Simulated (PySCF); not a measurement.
AlH7O2Si2, SMILES [Al]([OH])([OH])[SiH2][SiH3].

The structure is a stationary point at B3LYP-D3(BJ)/def2-SVP. The structure was generated by enumeration; whether it is a known compound was not checked. The values are those of a single conformer.

Computed with TDA-ωB97X/def2-SVPD (PySCF).

Vertical excitations. Isolated molecule, no solvent. State labels are in the subgroup Cs.

Computed excitation energies, oscillator strengths and character:
| state | symmetry | energy (eV) | λ (nm) | f | main pairs |
|---|---|---|---|---|---|
| S1 | A' | 6.35 | 195 | 0.212 | HOMO→LUMO 68 %, HOMO→LUMO+1 16 % |
| S2 | A' | 6.87 | 181 | 0.182 | HOMO→LUMO+1 57 %, HOMO−1→LUMO 16 % |
| S3 | A" | 6.88 | 180 | 0.004 | HOMO→LUMO+2 85 % |
| S4 | A' | 7.11 | 174 | 0.239 | HOMO−1→LUMO 47 %, HOMO−1→LUMO+1 24 %, HOMO→LUMO 11 % |
| S5 | A" | 7.59 | 163 | 0.000 | HOMO−2→LUMO 26 %, HOMO−3→LUMO+1 24 %, HOMO−2→LUMO+1 23 %, HOMO−4→LUMO 6 % |
| S6 | A" | 7.64 | 162 | 0.000 | HOMO−3→LUMO 29 %, HOMO−2→LUMO 26 %, HOMO−4→LUMO 16 %, HOMO−2→LUMO+1 9 % |
| S7 | A" | 7.71 | 161 | 0.003 | HOMO−3→LUMO+1 42 %, HOMO−4→LUMO+1 22 %, HOMO−3→LUMO 12 % |
| S8 | A' | 7.76 | 160 | 0.010 | HOMO→LUMO+4 32 %, HOMO→LUMO+3 16 %, HOMO−1→LUMO+1 16 %, HOMO−1→LUMO 9 % |
| S9 | A" | 7.82 | 159 | 0.022 | HOMO→LUMO+5 47 %, HOMO−4→LUMO 21 % |
| S10 | A' | 7.83 | 158 | 0.070 | HOMO−1→LUMO+1 31 %, HOMO→LUMO+3 16 %, HOMO−1→LUMO 11 %, HOMO→LUMO+4 10 % |
| T1 | A' | 5.13 | 242 | 0 | HOMO→LUMO 73 %, HOMO→LUMO+1 13 % |
| T2 | A" | 6.20 | 200 | 0 | HOMO→LUMO+2 81 % |
| T3 | A' | 6.30 | 197 | 0 | HOMO→LUMO+1 51 %, HOMO→LUMO 11 %, HOMO→LUMO+6 8 % |
| T4 | A' | 6.39 | 194 | 0 | HOMO−1→LUMO 68 % |
Triplets are in the Tamm–Dancoff approximation.
